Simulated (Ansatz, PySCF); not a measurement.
This singlet lies 0.95 eV below the relaxed triplet at the level frozen-core CCSD(T)/aug-cc-pVDZ // B3LYP-D3(BJ)/def2-TZVPD (Ansatz, an electronic-structure program).

B3LYP has the VWN-RPA correlation part, as in Gaussian. 

# CH3AlNSi, SMILES `[N+](#[C-])[Al-][SiH3]` (lower singlet) (charge -1, multiplicity 1)

All values below come from PySCF 2.14.0 with B3LYP-D3(BJ)/def2-TZVPD.

```json
{
  "HOMO": "-0.65 eV",
  "total_energy": "-17053.95 eV",
  "cost": "around 40 core-seconds (rough)"
}
```

Bonds (Å): C1–N2 1.171, N2–Al3 1.943, Al3–Si4 2.622, Si4–H5 1.509, Si4–H6 1.510, Si4–H7 1.510. Angles (°): C1–N2–Al3 171.0, N2–Al3–Si4 90.8, Al3–Si4–H5 116.6, Al3–Si4–H6 116.3, Al3–Si4–H7 115.4, H5–Si4–H6 102.6, H5–Si4–H7 101.9, H6–Si4–H7 101.9.
Charge -1, spin multiplicity 1.
